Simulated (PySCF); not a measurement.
**How methods differ on the ionisation energy of Co²⁴⁺**

Co²⁴⁺ [He] 2s1 [2s1/2^1, M_J = 1/2] → Co²⁵⁺ 1s2, as a difference of total energies. Calculation: PySCF 2.14, in an even-tempered Gaussian basis (17 s from 7.2 bohr⁻², ratio 2.4; 11 p from 9.4 bohr⁻², ratio 2.4; 5 d from 29 bohr⁻², ratio 2.6; 4 f from 43 bohr⁻², ratio 2.6); the two-component X2C-1e Hamiltonian. Correlated levels: nothing frozen; the 34 highest virtual spinors dropped. "Screened" scales the spin-orbit matrix elements by Boettger's factors to mimic the two-electron term; Breit and QED terms are absent.

```csv
method,ionisation energy (eV)
GHF (screened spin-orbit),2219.5
GMP2 (screened spin-orbit),2219.7
```

For comparison: 2218.9 eV (theoretical estimate listed by NIST; NIST Atomic Spectra Database, ionization energies).
